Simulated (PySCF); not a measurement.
## `C/C=C/C[As](C)[SiH3]`, C₅H₁₃AsSi

Cartesian coordinates in Å; atom numbers follow the order of the lines, from 1:
```xyz
20

C     3.305   -0.589    0.048
C     2.000    0.133    0.100
C     1.158    0.242   -0.917
C    -0.156    0.931   -0.859
As   -1.663   -0.391   -0.932
C    -3.083    0.885   -0.407
Si   -1.314   -1.282    1.190
H     4.126    0.088    0.287
H     3.476   -1.014   -0.938
H     3.320   -1.394    0.784
H     1.757    0.591    1.052
H     1.404   -0.217   -1.870
H    -0.268    1.600   -1.720
H    -0.244    1.527    0.053
H    -4.000    0.345   -0.171
H    -3.299    1.568   -1.230
H    -2.792    1.473    0.463
H    -1.091   -0.253    2.219
H    -0.156   -2.181    1.215
H    -2.485   -2.053    1.629
```

Theory: GIAO HF/pcSseg-1 magnetisability, rotational g tensor and spin-rotation constants, non-relativistic, gas phase in PySCF. Geometry: GFN2-xTB.

The calculation is non-relativistic, which matters for the atoms heavier than Zn.

Task: Give the nuclear spin-rotation constants along the inertial axes (H = +C I·J) beside the isotropic shieldings.

Result: Rotational constants 2.3444, 0.8164, 0.6856 GHz. A star marks the isotopologue with that one atom substituted, in its own axes.
```csv
atom,isotope,Caa (kHz),Cbb (kHz),Ccc (kHz),mean (kHz),σ (ppm)
As5,75As,2.230,0.998,0.854,1.360,1787.8
H8,1H,-0.058,-0.083,-0.044,-0.062,30.3
H9,1H,-0.247,-0.068,-0.003,-0.106,30.4
H10,1H,-0.249,0.017,-0.073,-0.102,30.3
H11,1H,-0.235,-0.059,0.033,-0.087,26.4
H12,1H,-0.232,-0.058,0.031,-0.086,26.4
H13,1H,-0.237,0.024,-0.079,-0.098,29.8
H14,1H,-0.257,-0.082,0.012,-0.109,30.1
H15,1H,-0.065,-0.064,-0.075,-0.068,31.3
H16,1H,-0.233,0.004,-0.079,-0.102,31.0
H17,1H,-0.230,-0.085,-0.007,-0.107,31.3
H18,1H,-0.218,-0.076,0.018,-0.092,28.7
H19,1H,-0.024,-0.065,-0.045,-0.045,28.5
H20,1H,-0.038,-0.036,-0.066,-0.047,28.5
C1,13C*,0.299,0.113,0.090,0.168,173.6
C2,13C*,0.785,0.164,0.264,0.404,59.4
C3,13C*,0.766,0.173,0.268,0.402,58.2
C4,13C*,0.320,0.140,0.095,0.185,163.6
C6,13C*,0.259,0.097,0.074,0.143,187.4
Si7,29Si*,-1.280,-0.381,-0.344,-0.669,453.4
```
For the geometry as given, no vibrational averaging.

Task: How do the rotational constants and the g tensor change when H8, H9, H10, H11, H12, H13, H14, H15, H16, H17, H18, H19, H20 are replaced by deuterium?

Result: Constants 1.9360, 0.6940, 0.5872 GHz; g -0.0102, -0.0044, -0.0049, against -0.0122, -0.0053, -0.0057 before.
